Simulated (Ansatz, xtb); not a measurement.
A geometry optimisation of C3H9AlO2 with r2SCAN-D4/def2-SVP

The starting geometry of this gas-phase singlet was built from a drawn formula by distance geometry and a force field; its bonds are those of `CO[C@@H](O)[AlH][CH3]`.

```xyz
15

C     0.4390    2.2304    0.1321
C     0.3217    0.3230    1.4075
C    -0.9963   -2.4372   -0.1407
Al   -0.5947   -1.4146    1.5211
O    -0.4297    1.1635    0.5895
O     0.4541    0.8378    2.7176
H     1.1997    1.8492   -0.5791
H    -0.2000    2.8939   -0.4591
H     0.9165    2.8120    0.9350
H     1.3752    0.0359    0.9783
H     1.3216    1.3026    2.7829
H    -1.1251   -1.9740    2.9221
H    -2.0915   -2.5541   -0.3134
H    -0.5767   -1.8226   -1.0174
H    -0.5250   -3.4382   -0.1376
```

Q: Where would you expect an optimisation with r2SCAN-D4/def2-SVP to take it?

A: A new bond forms, giving a structure given below by its coordinates. Distances that change by over a tenth: C2–O5 (1.39 → 1.62 Å). Contacts that close: Al4–O5 (2.75 → 1.92 Å).

The energy falls by 0.74 eV over 26 steps:

| step | E − E(last) (eV) |
| --- | --- |
| 1 | 0.738 |
| 4 | 0.373 |
| 7 | 0.307 |
| 9 | 0.205 |
| 12 | 0.041 |
| 15 | 0.019 |
| 18 | 0.007 |
| 20 | 0.003 |
| 23 | 0.000 |
| 26 | 0.000 |

Final geometry (Å):

```yaml
atoms:
  - { symbol: C, position_ang: [-0.0348, 2.0461, 0.4022] }
  - { symbol: C, position_ang: [1.0501, -0.0807, 1.4724] }
  - { symbol: C, position_ang: [-0.9564, -2.3739, -0.1364] }
  - { symbol: Al, position_ang: [-0.7217, -0.9122, 1.1435] }
  - { symbol: O, position_ang: [0.1092, 0.6400, 0.3746] }
  - { symbol: O, position_ang: [1.2197, 0.7121, 2.5687] }
  - { symbol: H, position_ang: [0.8571, 2.5283, -0.0366] }
  - { symbol: H, position_ang: [-0.9141, 2.3076, -0.2042] }
  - { symbol: H, position_ang: [-0.1842, 2.4144, 1.4311] }
  - { symbol: H, position_ang: [1.9826, -0.2414, 0.9031] }
  - { symbol: H, position_ang: [1.9669, 1.3159, 2.4388] }
  - { symbol: H, position_ang: [-1.8540, -0.4851, 2.1815] }
  - { symbol: H, position_ang: [-1.8954, -2.2785, -0.7096] }
  - { symbol: H, position_ang: [-0.1304, -2.4332, -0.8656] }
  - { symbol: H, position_ang: [-1.0057, -3.3519, 0.3754] }
```

From the same start GFN2-xTB reaches the same bonding as this run.

No frequencies were run, so the end isn't proven a minimum. Run with Ansatz 0.2.0, 3.3 min on 2 threads of AMD EPYC (Zen 3) (shared host).
